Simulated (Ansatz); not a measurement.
Two shapes of singlet H₁₂.

Shape 1:

```xyz
12

H     1.9000    0.0000    0.3700
H     0.9500    1.6455    0.3700
H    -0.9500    1.6455    0.3700
H    -1.9000    0.0000    0.3700
H    -0.9500   -1.6455    0.3700
H     0.9500   -1.6455    0.3700
H     1.9000    0.0000   -0.3700
H     0.9500    1.6455   -0.3700
H    -0.9500    1.6455   -0.3700
H    -1.9000    0.0000   -0.3700
H    -0.9500   -1.6455   -0.3700
H     0.9500   -1.6455   -0.3700
```

Shape 2:

```xyz
12

H     1.8430    0.0000    0.3589
H     0.9215    1.5961    0.3589
H    -0.9215    1.5961    0.3589
H    -1.8430    0.0000    0.3589
H    -0.9215   -1.5961    0.3589
H     0.9215   -1.5961    0.3589
H     1.8430    0.0000   -0.3589
H     0.9215    1.5961   -0.3589
H    -0.9215    1.5961   -0.3589
H    -1.8430    0.0000   -0.3589
H    -0.9215   -1.5961   -0.3589
H     0.9215   -1.5961   -0.3589
```

Basis set: def2-SVP (spherical functions). All electrons are correlated. Charge 0, multiplicity 1.

Computed with Ansatz (development build ahead of 0.2.0); each method stands on the lowest determinant of its kind that the runs found.

Question: Which shape is lower in energy, and by how much in each method?

Answer:

```
 method  E(2) − E(1) (eV)
    RHF             0.541
RHF-MP2             0.539
```

Shape 1 is lower. Caution: no unrestricted run beside it, a lower state can exist.
